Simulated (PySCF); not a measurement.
C5H3NS.
SMILES with atom numbers: `[CH:1]#[C:2][c:3]1[cH:4][n:5][s:6][cH:7]1`

Cartesian coordinates in Å at the GFN2-xTB level; atoms count from 1:
```
atom  x, y, z in Å
C1     2.483   -0.283    0.526
C2     1.316   -0.177    0.263
C3    -0.052   -0.034   -0.036
C4    -0.863    1.060    0.370
N5    -2.108    1.014   -0.005
S6    -2.418   -0.335   -0.871
C7    -0.815   -0.918   -0.760
H8     3.502   -0.377    0.754
H9    -0.518    1.898    0.950
H10   -0.518   -1.842   -1.213
```

Probes without a nucleus sit at each ring's centroid and 1 Å off its mean plane on both sides; NICS is minus the shielding there, NICSzz its component along the normal. Level: GIAO PBE0/pcSseg-1 (PySCF, non-relativistic, gas phase) on the GFN2-xTB geometry, one conformer.

Ring bond lengths (Å), with Mayer bond orders in brackets: C3–C4 1.421 (1.27), C4–N5 1.301 (1.61), N5–S6 1.632 (1.18), S6–C7 1.710 (1.21), C7–C3 1.374 (1.50).

Question: What do the NICS probes read (ppm)?

Answer: 
| ring | type | NICS(0) | NICS(1), two faces | NICS(1)zz, two faces | rms pucker (Å) | centre to ring atoms, mean (Å) |
| --- | --- | --- | --- | --- | --- | --- |
| C3–C4–N5–S6–C7 | 5-membered ring with N and S; formal bonds all aromatic | -13.2 | -12.1 / -12.1 | -29.1 / -29.1 | 0.00 | 1.26 |

Question: What do they say, and how far can they be read as aromaticity?

Answer: 
- C3–C4–N5–S6–C7: mean NICS(1)zz -29.1 ppm, shielded. For a flat ring without four-coordinate atoms the NICS criterion counts such a value as aromatic.

Question: At the second NICS(1) probe listed for ring C3–C4–N5–S6–C7, 1 Å off the ring, what do the in-plane components average?

Answer: The isotropic value is a third of the trace: (3 × -12.1 − (-29.1))/2 = -3.6 ppm.

Question: List the ring angles and the Hirshfeld charges of the ring atoms.

Answer: 
- C3–C4–N5–S6–C7: C3 109.2° (-0.022 e), C4 115.9° (+0.011 e), N5 111.3° (-0.193 e), S6 94.0° (+0.189 e), C7 109.6° (-0.066 e); sum 540.0° against 540° for a flat convex ring.

Time: 50 s (with the writing of density and orbital grids); peak memory 0.80 GiB. Hardware: one thread, Intel Xeon at 2.50 GHz (x86_64), shared host with 64 logical CPUs at a one-minute load of 58. This is the whole shielding run at PBE0/pcSseg-1, SCF included.
